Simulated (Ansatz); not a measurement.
Steps of a relaxation of CH₈InNSi₂, SMILES `[InH2][CH2]N1[SiH2][SiH2]1` with RKS PBE0-D4/def2-TZVP.

```sh
$ ansatz run in.yaml --threads 2 --pin off --events-out ev --progress --plain --max-ram 20480MiB --backend cuda --devices 0, --max-vram 18GiB
```

```yaml
crystal:
  periodic: [false, false, false]
  atoms:
    - {symbol: In, position_ang: [-1.909640, 1.304200, -0.194090]}
    - {symbol: C, position_ang: [-0.958860, -0.659810, 0.588150]}
    - {symbol: N, position_ang: [0.396590, -0.748760, 0.289440]}
    - {symbol: Si, position_ang: [1.336290, -0.890180, -1.184040]}
    - {symbol: Si, position_ang: [1.858470, 0.045680, 0.840350]}
    - {symbol: H, position_ang: [-1.739840, 2.950450, 0.527440]}
    - {symbol: H, position_ang: [-2.681420, 1.512340, -1.809080]}
    - {symbol: H, position_ang: [-1.537640, -1.453990, 0.097310]}
    - {symbol: H, position_ang: [-1.139130, -0.674460, 1.670740]}
    - {symbol: H, position_ang: [0.860710, -0.025100, -2.282180]}
    - {symbol: H, position_ang: [1.401480, -2.282970, -1.637660]}
    - {symbol: H, position_ang: [2.362940, -0.580470, 2.066540]}
    - {symbol: H, position_ang: [1.750060, 1.503050, 1.027080]}
basis:
  gaussian: {orbitals: def2-TZVP}
hamiltonian: {xc: pbe0, dispersion: d4}
relax: {f_tol: 0.005, max_steps: 150}
```

Positions (Å) and forces (eV/Å) along the path, 11 of 19 steps:

```xyz
13
step=1 energy=-23576.5687 eV
In   -1.910    1.304   -0.194    0.179    0.272   -0.218
C    -0.959   -0.660    0.588   -1.864    0.603    0.139
N     0.397   -0.749    0.289    1.607    0.641   -0.703
Si    1.336   -0.890   -1.184   -0.253    0.159    1.317
Si    1.858    0.046    0.840   -0.774   -0.843   -0.743
H    -1.740    2.950    0.527    0.003   -0.656   -0.040
H    -2.681    1.512   -1.809    0.203   -0.282    0.499
H    -1.538   -1.454    0.097    0.068    0.071    0.247
H    -1.139   -0.674    1.671   -0.076   -0.122   -0.191
H     0.861   -0.025   -2.282    0.050    0.209   -0.262
H     1.401   -2.283   -1.638    0.322   -0.300   -0.235
H     2.363   -0.580    2.067    0.440   -0.096    0.216
H     1.750    1.503    1.027    0.093    0.345   -0.028
13
step=3 energy=-23576.9336 eV
In   -1.943    1.326   -0.216    0.082   -0.015   -0.040
C    -1.104   -0.540    0.562   -0.105   -0.226    0.106
N     0.311   -0.616    0.247    0.174    0.201   -0.147
Si    1.323   -0.887   -1.145   -0.135    0.092    0.087
Si    1.826    0.020    0.825   -0.163   -0.003   -0.060
H    -1.697    2.793    0.660   -0.008    0.043    0.017
H    -2.700    1.340   -1.770   -0.034    0.023   -0.025
H    -1.639   -1.391    0.128    0.083    0.015   -0.014
H    -1.263   -0.594    1.642    0.084    0.000    0.008
H     0.997   -0.032   -2.331    0.059   -0.074    0.034
H     1.546   -2.286   -1.606   -0.030    0.021    0.044
H     2.472   -0.637    1.995   -0.050   -0.006   -0.023
H     1.873    1.503    1.009    0.042   -0.071    0.013
13
step=4 energy=-23576.9574 eV
In   -2.019    1.348   -0.212    0.041   -0.284    0.175
C    -1.095   -0.520    0.551   -0.050    0.159   -0.091
N     0.310   -0.485    0.171   -0.419    0.082    0.101
Si    1.340   -0.877   -1.159    0.258   -0.192    0.043
Si    1.826    0.031    0.816    0.293   -0.180    0.032
H    -1.811    2.809    0.696    0.028   -0.024   -0.046
H    -2.844    1.349   -1.735    0.053    0.017    0.012
H    -1.586   -1.399    0.127    0.011   -0.002   -0.084
H    -1.197   -0.600    1.636    0.044    0.081   -0.014
H     1.168   -0.098   -2.409   -0.070    0.056   -0.106
H     1.510   -2.322   -1.509   -0.063    0.114    0.032
H     2.376   -0.719    1.990   -0.098    0.075   -0.092
H     2.023    1.485    1.037   -0.029    0.098    0.037
13
step=6 energy=-23576.9766 eV
In   -2.027    1.310   -0.185   -0.010    0.052   -0.033
C    -1.103   -0.521    0.548    0.063   -0.105    0.044
N     0.294   -0.427    0.149   -0.085    0.044    0.024
Si    1.340   -0.862   -1.163    0.005   -0.001   -0.068
Si    1.827    0.046    0.808    0.034    0.040    0.018
H    -1.778    2.779    0.694    0.004   -0.003    0.002
H    -2.811    1.340   -1.727    0.007    0.003   -0.002
H    -1.564   -1.412    0.115    0.010    0.020    0.012
H    -1.180   -0.603    1.635   -0.001   -0.010   -0.030
H     1.169   -0.108   -2.442    0.005   -0.044    0.053
H     1.470   -2.315   -1.471   -0.011    0.032   -0.003
H     2.322   -0.727    1.983   -0.014    0.027   -0.018
H     2.042    1.502    1.055   -0.008   -0.056    0.002
13
step=7 energy=-23576.9782 eV
In   -2.022    1.306   -0.184   -0.007    0.025   -0.012
C    -1.104   -0.529    0.554   -0.002   -0.048    0.019
N     0.288   -0.420    0.149    0.005    0.026   -0.005
Si    1.334   -0.859   -1.164   -0.005    0.019   -0.011
Si    1.823    0.053    0.806   -0.002    0.023   -0.015
H    -1.765    2.776    0.693    0.005   -0.008    0.002
H    -2.795    1.342   -1.732    0.013   -0.002    0.003
H    -1.560   -1.420    0.116    0.005    0.010    0.010
H    -1.177   -0.616    1.640   -0.006   -0.004   -0.015
H     1.165   -0.110   -2.443   -0.002   -0.016    0.018
H     1.460   -2.310   -1.470   -0.002   -0.005   -0.001
H     2.315   -0.719    1.981    0.002   -0.002    0.007
H     2.039    1.506    1.056   -0.004   -0.018    0.000
13
step=8 energy=-23576.9793 eV
In   -2.011    1.302   -0.182    0.006   -0.001   -0.004
C    -1.109   -0.541    0.560   -0.048   -0.002    0.007
N     0.278   -0.410    0.148    0.047    0.006   -0.013
Si    1.324   -0.851   -1.165   -0.008    0.017    0.011
Si    1.815    0.065    0.802   -0.017    0.009   -0.022
H    -1.736    2.765    0.698   -0.002   -0.007    0.000
H    -2.756    1.341   -1.743    0.009    0.004    0.003
H    -1.559   -1.432    0.117    0.000    0.001    0.002
H    -1.180   -0.633    1.645    0.001   -0.005    0.007
H     1.149   -0.111   -2.445   -0.004    0.006   -0.012
H     1.449   -2.303   -1.466    0.006   -0.025    0.001
H     2.308   -0.707    1.975    0.011   -0.016    0.019
H     2.028    1.516    1.055    0.000    0.012    0.001
13
step=11 energy=-23576.9807 eV
In   -1.953    1.294   -0.172   -0.050   -0.022   -0.030
C    -1.134   -0.576    0.584   -0.034    0.038    0.011
N     0.248   -0.412    0.155    0.041   -0.010   -0.019
Si    1.285   -0.839   -1.172    0.010    0.004    0.008
Si    1.785    0.100    0.783    0.005   -0.019   -0.004
H    -1.701    2.735    0.750    0.000   -0.014   -0.014
H    -2.562    1.353   -1.794    0.033    0.013    0.050
H    -1.575   -1.466    0.134   -0.006    0.005   -0.009
H    -1.194   -0.675    1.668    0.010   -0.003    0.009
H     1.073   -0.113   -2.455   -0.001   -0.009   -0.003
H     1.445   -2.293   -1.456   -0.003    0.006   -0.001
H     2.316   -0.664    1.947   -0.003    0.010   -0.002
H     1.969    1.556    1.030   -0.003    0.002    0.005
13
step=13 energy=-23576.9815 eV
In   -1.965    1.294   -0.170   -0.001    0.003   -0.001
C    -1.132   -0.570    0.582    0.005    0.000   -0.002
N     0.252   -0.414    0.152   -0.002   -0.002   -0.007
Si    1.290   -0.845   -1.173   -0.002   -0.002    0.002
Si    1.789    0.096    0.781   -0.003   -0.001    0.003
H    -1.728    2.733    0.758   -0.004    0.001    0.003
H    -2.557    1.369   -1.792    0.004   -0.001    0.004
H    -1.577   -1.459    0.133    0.002   -0.001    0.001
H    -1.188   -0.670    1.667    0.000    0.001   -0.002
H     1.078   -0.124   -2.459    0.001   -0.001    0.002
H     1.447   -2.299   -1.455   -0.001    0.001    0.002
H     2.317   -0.663    1.949   -0.001    0.002   -0.002
H     1.972    1.553    1.027    0.001    0.000   -0.002
13
step=14 energy=-23576.9818 eV
In   -1.959    1.297   -0.161    0.003    0.011   -0.006
C    -1.135   -0.573    0.584    0.038   -0.011   -0.005
N     0.248   -0.417    0.149   -0.028    0.008    0.011
Si    1.285   -0.852   -1.176   -0.002   -0.006   -0.004
Si    1.785    0.102    0.772    0.004   -0.001    0.004
H    -1.763    2.726    0.792   -0.006   -0.007   -0.005
H    -2.495    1.385   -1.802    0.001    0.001    0.010
H    -1.581   -1.462    0.135   -0.004    0.004    0.001
H    -1.186   -0.674    1.669   -0.003   -0.001   -0.006
H     1.070   -0.139   -2.466    0.002   -0.001    0.005
H     1.447   -2.307   -1.449   -0.001    0.005    0.003
H     2.319   -0.648    1.943   -0.004    0.003   -0.006
H     1.963    1.561    1.009    0.001   -0.003   -0.003
13
step=18 energy=-23576.9820 eV
In   -1.965    1.304   -0.152   -0.001   -0.003    0.001
C    -1.130   -0.568    0.579   -0.010    0.001   -0.003
N     0.252   -0.413    0.143    0.009    0.003    0.003
Si    1.289   -0.863   -1.176    0.001    0.000    0.000
Si    1.790    0.101    0.766   -0.001    0.000   -0.005
H    -1.817    2.724    0.822    0.000    0.002   -0.001
H    -2.477    1.404   -1.800    0.001    0.001    0.002
H    -1.579   -1.453    0.126    0.001   -0.002   -0.001
H    -1.181   -0.674    1.663    0.000   -0.001    0.003
H     1.082   -0.160   -2.472   -0.001    0.000   -0.001
H     1.444   -2.321   -1.436   -0.001   -0.002   -0.001
H     2.316   -0.643    1.944    0.001    0.000    0.002
H     1.976    1.561    0.993    0.000    0.001    0.001
13
step=19 energy=-23576.9820 eV
In   -1.965    1.303   -0.152   -0.002    0.000   -0.001
C    -1.130   -0.568    0.579   -0.003    0.000   -0.003
N     0.252   -0.413    0.143    0.003    0.002    0.004
Si    1.289   -0.863   -1.176   -0.001   -0.002   -0.002
Si    1.790    0.102    0.766   -0.001    0.000    0.000
H    -1.815    2.725    0.820    0.001    0.001    0.002
H    -2.477    1.405   -1.799    0.001   -0.001    0.001
H    -1.579   -1.453    0.126    0.001    0.000   -0.001
H    -1.182   -0.676    1.663    0.000    0.000    0.001
H     1.081   -0.160   -2.472    0.001    0.001    0.000
H     1.444   -2.321   -1.436    0.001    0.000    0.001
H     2.317   -0.642    1.944    0.000    0.000    0.000
H     1.975    1.561    0.994    0.000    0.000   -0.001
```

Run time 64 s (2 threads of an AMD EPYC 7R13 on a shared host and a share of an NVIDIA H100 80 GB); peak host memory 0.9 GiB.
